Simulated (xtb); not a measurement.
FH3OSiTe, SMILES [SiH3]O[Te]F. All values are semi-empirical tight-binding results from xtb (GFN2-xTB unless named), good for trends rather than for accurate numbers. The structure is a stationary point at GFN2-xTB. One conformer was computed; it need not be the lowest.

Optimised geometry:

Bond lengths (Å): Te1–F2 1.986, Te1–O3 1.933, O3–Si4 1.646, Si4–H5 1.459, Si4–H6 1.457, Si4–H7 1.465. Angles (°): F2–Te1–O3 93.8, Te1–O3–Si4 128.0, O3–Si4–H5 109.8, O3–Si4–H6 96.6, O3–Si4–H7 109.5, H5–Si4–H6 115.1, H5–Si4–H7 110.5, H6–Si4–H7 114.4.

Computed properties:
- orbital gap = 2.94 eV
- zero-point energy = 18.1 kcal/mol
- G − E(el) at 298.15 K (modified RRHO) = -2.5 kcal/mol
- static polarisability (D4 model) = 75.8 bohr³
- solvation energy, GFN2-xTB/ALPB(water) = -1.6 kcal/mol
- solvation energy, GFN2-xTB/ALPB(dmf) = -4.8 kcal/mol

Computed atomic charges and the Wiberg bond orders between heavy atoms:
charges (e) Te1 0.27, F2 -0.22, O3 -0.40, Si4 0.53, H5 -0.06, H6 -0.06, H7 -0.07. Bond orders Te1–F2 1.19, Te1–O3 1.21, O3–Si4 0.96.
